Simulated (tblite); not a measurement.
C4H4N2OS.
Numbering: `[CH3:1][C:2](=[O:3])[c:4]1[cH:5][s:6][n:7][n:8]1` (hydrogens: H9, H10, H11 on C1; H12 on C5)

Computed with GFN2-xTB (tblite), gas phase: L-BFGS steps from a force-field or distance-geometry start until the largest atomic force falls under 0.01 eV/Å.

Step 38: E = -645.3482 eV
```
atom  x, y, z in Å  |  force x, y, z in eV/Å
C1     -1.8354   -0.5089    0.2406    0.005   0.020   0.024
C2     -0.8159    0.5927    0.1546   -0.017  -0.017   0.013
O3     -1.0729    1.7693    0.2579   -0.050  -0.001  -0.004
C4      0.5713    0.1333   -0.0693   -0.003  -0.019  -0.014
C5      1.6791    0.9436   -0.2397    0.008  -0.008  -0.012
S6      3.0403   -0.0452   -0.4490    0.013  -0.016   0.000
N7      2.1052   -1.4203   -0.3005    0.033   0.015  -0.009
N8      0.8962   -1.1761   -0.1159    0.019  -0.019  -0.004
H9     -1.3521   -1.4629    0.4284   -0.047   0.013  -0.008
H10    -2.5570   -0.2759    1.0204   -0.006   0.009  -0.011
H11    -2.3784   -0.5628   -0.7036    0.059   0.019   0.019
H12     1.7211    2.0126   -0.2501   -0.014   0.005   0.006
```

Step 39: E = -645.3486 eV
```
atom  x, y, z in Å  |  force x, y, z in eV/Å
C1     -1.8362   -0.5083    0.2406   -0.007   0.013   0.023
C2     -0.8143    0.5919    0.1583   -0.041  -0.028   0.018
O3     -1.0703    1.7684    0.2648   -0.049   0.003  -0.003
C4      0.5718    0.1320   -0.0670   -0.005  -0.030  -0.015
C5      1.6777    0.9434   -0.2407    0.030  -0.007  -0.016
S6      3.0398   -0.0422   -0.4567    0.004  -0.046   0.011
N7      2.1062   -1.4206   -0.3030    0.047   0.042  -0.018
N8      0.8982   -1.1770   -0.1144    0.012  -0.023  -0.004
H9     -1.3566   -1.4628    0.4379   -0.047   0.029  -0.007
H10    -2.5650   -0.2692    1.0128    0.007   0.000  -0.036
H11    -2.3694   -0.5681   -0.7098    0.068   0.026   0.046
H12     1.7193    2.0119   -0.2490   -0.019   0.021   0.001
```

Step 40: E = -645.3494 eV
```
atom  x, y, z in Å  |  force x, y, z in eV/Å
C1     -1.8370   -0.5071    0.2412   -0.030  -0.004   0.015
C2     -0.8122    0.5910    0.1658   -0.066  -0.034   0.023
O3     -1.0671    1.7673    0.2789   -0.038  -0.001  -0.003
C4      0.5722    0.1302   -0.0638   -0.003  -0.036  -0.011
C5      1.6757    0.9429   -0.2434    0.054  -0.004  -0.019
S6      3.0384   -0.0389   -0.4699   -0.008  -0.076   0.026
N7      2.1075   -1.4206   -0.3078    0.055   0.067  -0.029
N8      0.9007   -1.1784   -0.1121    0.005  -0.023  -0.006
H9     -1.3639   -1.4617    0.4562   -0.044   0.051  -0.002
H10    -2.5804   -0.2580    0.9978    0.028  -0.014  -0.072
H11    -2.3495   -0.5783   -0.7211    0.072   0.037   0.085
H12     1.7168    2.0111   -0.2479   -0.023   0.038  -0.007
```

Step 41: E = -645.3506 eV
```
atom  x, y, z in Å  |  force x, y, z in eV/Å
C1     -1.8383   -0.5051    0.2427   -0.043  -0.025   0.007
C2     -0.8097    0.5891    0.1759   -0.077  -0.040   0.026
O3     -1.0638    1.7649    0.2958   -0.017  -0.003  -0.001
C4      0.5732    0.1269   -0.0600    0.000  -0.033  -0.001
C5      1.6731    0.9421   -0.2472    0.067   0.002  -0.017
S6      3.0368   -0.0349   -0.4870   -0.017  -0.090   0.041
N7      2.1110   -1.4198   -0.3145    0.050   0.073  -0.038
N8      0.9051   -1.1811   -0.1094   -0.004  -0.013  -0.013
H9     -1.3764   -1.4602    0.4796   -0.026   0.061   0.010
H10    -2.5997   -0.2434    0.9777    0.038  -0.025  -0.099
H11    -2.3220   -0.5893   -0.7340    0.053   0.045   0.105
H12     1.7120    2.0101   -0.2457   -0.026   0.047  -0.020
```

Question: Estimate the geometry and energy of step 42. (The exact step hangs on the optimiser's Hessian estimate; all steps are aligned on step 41, rigid shifts and turns removed.)

Answer: E = -645.3520 eV, largest force 0.193 eV/Å
```
atom  x, y, z in Å  |  force x, y, z in eV/Å
C1     -1.8381   -0.5034    0.2445   -0.093  -0.050  -0.026
C2     -0.8086    0.5894    0.1921   -0.067  -0.011   0.025
O3     -1.0620    1.7641    0.3269    0.016  -0.045  -0.003
C4      0.5730    0.1262   -0.0562    0.006  -0.011   0.013
C5      1.6713    0.9417   -0.2539    0.052   0.006  -0.006
S6      3.0326   -0.0357   -0.5079   -0.017  -0.066   0.048
N7      2.1099   -1.4190   -0.3244    0.022   0.047  -0.036
N8      0.9052   -1.1819   -0.1072    0.000   0.002  -0.026
H9     -1.3852   -1.4546    0.5156   -0.031   0.085   0.014
H10    -2.6292   -0.2274    0.9444    0.082  -0.047  -0.147
H11    -2.2777   -0.6100   -0.7533    0.054   0.054   0.177
H12     1.7099    2.0100   -0.2470   -0.023   0.036  -0.032
```

The energy changes by -0.0014 eV. The first-order estimate −F·Δx gives -0.0021 eV and the mean of the old and new forces, exact on a quadratic surface, -0.0013 eV. The step makes an angle of 85° with the force vector and moves no atom by more than 0.053 Å.

What follows is the cost of the whole relaxation. The run took 0.54 s of wall time on one thread of an Arm Neoverse V1, on a shared host.
